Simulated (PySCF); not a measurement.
**Correlation energy of Ta⁺ (tantalum, charge +1)**

[Xe] 4f14 5d2 6s2, high-spin 3F determinant (an excited configuration). All numbers are calculated (PySCF 2.14, scalar relativity through the core potential, in def2-QZVPPD with the def2 core potential (60 electrons)). Frozen: nothing; 12 electrons correlated.

MP2 pair energies summed by pair of shells (mhartree):

```
 pair   energy  share (%)
5p-5p  -110.23       36.2
5p-5d   -59.78       19.6
5p-6s   -38.50       12.6
5s-5p   -30.23        9.9
5d-6s   -26.51        8.7
6s-6s   -21.46        7.1
5s-5d    -6.40        2.1
5s-5s    -5.75        1.9
5d-5d    -3.57        1.2
5s-6s    -1.94        0.6
```

Total MP2 correlation energy: -304.37 mhartree.

Same-spin part -84.68 and opposite-spin part -219.69 mhartree; SCS-MP2 scales them by 1/3 and 6/5 to -291.86 mhartree.

The basis has no tight functions for the innermost shells, so their pair energies are far from complete.

This basis was not built for core-valence correlation, so the inner-shell part is incomplete.
